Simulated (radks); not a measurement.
Effect of the nuclear size on the caesium ion Cs2+, [Kr] 4d10 5s2 5p5. Calculated with a radial shooting solver on a logarithmic mesh with Libxc functionals: Dirac Kohn-Sham, BLYP, spin-unpolarised, spherical densities, finite nucleus; open shells are shared between the two j in proportion to 2j + 1; Fermi nuclear charge, rms radius 4.8041 fm. The rms radius is varied about that value; shifts are against it.

| rms radius (fm) | total energy shift (eV) | density at nucleus (e/bohr^3) | 1s1/2 shift (meV) | 2s1/2 shift (meV) | 4p1/2 shift (meV) | 5s1/2 shift (meV) | 5p1/2 shift (meV) | 5p3/2 shift (meV) | 6s1/2 (empty) shift (meV) |
|---|---|---|---|---|---|---|---|---|---|
| 3.9778 | -2.36 | 3.07e+05 | -984 | -117 | 0.367 | -0.772 | 0.086 | 0.099 | -0.140 |
| 4.6552 | -0.452 | 2.981e+05 | -188 | -22.5 | 0.070 | -0.148 | 0.016 | 0.019 | -0.027 |
| 4.8041 | 0 | 2.963e+05 | 0.000 | 0.000 | 0.000 | 0.000 | 0.000 | 0.000 | 0.000 |
| 5.1068 | 0.954 | 2.93e+05 | 398 | 47.4 | -0.148 | 0.312 | -0.035 | -0.040 | 0.057 |
| 5.5007 | 2.27 | 2.89e+05 | 945 | 113 | -0.352 | 0.742 | -0.082 | -0.095 | 0.134 |

Slopes of the eigenvalues against <r^2> in GHz/fm^2, as finite differences over the two radii next to the reference (eigenvalue slopes, not the field-shift constants of lines): 1s1/2 32200, 2s1/2 3830, 4p1/2 -12.0, 5s1/2 25.2, 5p1/2 -2.81, 5p3/2 -3.24, 6s1/2 (empty) 4.58.
